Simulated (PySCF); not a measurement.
SMILES F[SiH](C[SiH3])F (PBE0/def2-SVP optimised geometry):

```
11

Si    -0.500    -0.364     0.000
C     -1.150    -1.283     1.521
Si    -0.416    -0.757     3.132
F      1.015    -1.482     3.331
F     -0.118     0.833     3.090
H     -0.983    -1.044    -1.240
H      0.993    -0.364     0.000
H     -0.993     1.044     0.000
H     -0.960    -2.363     1.396
H     -2.246    -1.153     1.564
H     -1.236    -1.031     4.334
```

Method: PySCF with PBE0/def2-TZVP.

### Question
What are the frontier orbital energies and the dipole moment?

### Answer
HOMO-2 -9.70 eV, HOMO-1 -9.65 eV, HOMO -9.10 eV, LUMO 0.39 eV, LUMO+1 0.56 eV; dipole moment 2.41 D.

On the same geometry PBE/def2-TZVP in PySCF 2.14.0 gives HOMO-2 -8.34 eV, HOMO-1 -8.30 eV, HOMO -7.76 eV, LUMO -0.42 eV, LUMO+1 -0.32 eV; dipole moment 2.29 D.

Meta-Löwdin charges at PBE0/def2-TZVP: Si1 0.48, C2 -0.74, Si3 1.33, F4 -0.50, F5 -0.50, H6 -0.09, H7 -0.09, H8 -0.08, H9 0.16, H10 0.15, H11 -0.12.
